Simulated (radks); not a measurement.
All-electron atom: Ti4+ in [Ne] 3s2 3p5.75 4p0.25 (fractional occupations, a model configuration). Method: non-relativistic Kohn-Sham, LDA (Slater exchange, Perdew-Wang correlation), spin-polarised, spherical densities, point nucleus; open shells are filled with parallel spins first; computed with a radial shooting solver on a logarithmic mesh with Libxc functionals.

Normalised radial functions P(r) = r R(r), r in bohr:

r           3s up  3s down   3d up
0.007364   0.1429   0.1429  0.0000
0.009589   0.1768   0.1767  0.0001
0.01249    0.2152   0.2151  0.0001
0.01613    0.2548   0.2547  0.0003
0.021      0.2943   0.2941  0.0007
0.02713    0.3249   0.3247  0.0013
0.03533    0.3382   0.3380  0.0028
0.04563    0.3201   0.3199  0.0056
0.05942    0.2535   0.2533  0.0113
0.07676    0.1297   0.1296  0.0219
0.09995   -0.0607  -0.0607  0.0417
0.1291    -0.2848  -0.2846  0.0755
0.1681    -0.4993  -0.4991  0.1332
0.2172    -0.6048  -0.6045  0.2199
0.2828    -0.5119  -0.5116  0.3472
0.3682    -0.1686  -0.1683  0.5109
0.4756     0.3393   0.3394  0.6864
0.6193     0.8527   0.8525  0.8466
0.8        1.1204   1.1200  0.9317
1.042      1.0450   1.0450  0.9031
1.346      0.7229   0.7234  0.7561
1.752      0.3552   0.3555  0.5233
2.263      0.1226   0.1224  0.2925
2.947      0.0255   0.0253  0.1190
3.807      0.0031   0.0031  0.0339
4.957      0.0002   0.0002  0.0055
6.404      0.0000   0.0000  0.0005
8.338      0.0000   0.0000  0.0000

3s up: eigenvalue -115.37 eV, 2 radial nodes at r = 0.0926, 0.403 bohr, <r> = 0.978 bohr, 90 % of the charge inside 1.45 bohr. 3s down: eigenvalue -114.96 eV, 2 radial nodes at r = 0.0926, 0.403 bohr, <r> = 0.978 bohr, 90 % of the charge inside 1.45 bohr. 3d up (empty): eigenvalue -55.180 eV, 0 radial nodes, <r> = 1.12 bohr, 90 % of the charge inside 1.82 bohr.
